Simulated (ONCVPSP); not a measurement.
# Before and after: ONCV potential for lithium (Li)

- Element: lithium (Li)
- Generator: ONCVPSP 4.0.1
- Type: optimised norm-conserving Vanderbilt (ONCV)
- Functional: PBE
- Relativity: scalar-relativistic
- Frozen core: none
- Valence charge: 3
- Reference configuration: 1s2 2s1
- Partial waves: 1s+2s: rc 0.95 bohr, ncon 3, nbas 6, qcut 13.9 1/bohr, 2 projectors; p scattering state at 0.02 Ha: rc 0.75 bohr, ncon 4, nbas 8, qcut 11.3 1/bohr, 2 projectors, debl 0.4 Ha
- Local potential: polynomial inside 0.50 bohr (lpopt 5, dvloc0 0 Ha)
- Core correction: none

Change: all radii scaled by about 1.28 (s 1.22, p 0.96 bohr); local potential polynomial inside 0.64 bohr (lpopt 5, dvloc0 0 Ha).

Cutoffs: the cutoffs (Ha) at which the residual kinetic energy of the hardest occupied pseudo-wave falls to 1 and 0.1 mHa per electron; they do not see the model core or the augmentation charge, which bear on the density cutoff. Errors are all-electron minus pseudo energies relative to the spin-unpolarised reference configuration.

Question: Predict the effect on cutoff, ghosts and configuration errors.

Answer: The potential gets softer (60 Ha and 73 Ha → 43 Ha and 51 Ha); of the 4 tests that both files solve, the error grows in 1 and shrinks in 0 by more than 15 % and 0.3 meV (median size 0.2 → 0.3 meV); neither file shows a bound ghost. A larger radius leaves more room for a smooth pseudo-wave, so fewer plane waves are needed.

| quantity | base | changed |
| --- | --- | --- |
| cutoff, loose | 60 Ha | 43 Ha |
| cutoff, tight | 73 Ha | 51 Ha |
| bound ghosts | none | none |
| GHOST(+) flags under 300 eV | none | none |
| error for 1s2 2s0, meV [ΔE 5.30 eV] | +0.2 | +0.3 |
| error for 1s2 2s0.5, meV [ΔE 2.05 eV] | 0.0 | 0.0 |
| error for 1s2 2s0 2p1, meV [ΔE 1.79 eV] | +0.2 | +0.4 |
| error for 1s1 2s1, meV [ΔE 68.41 eV] | +400 | +844 |
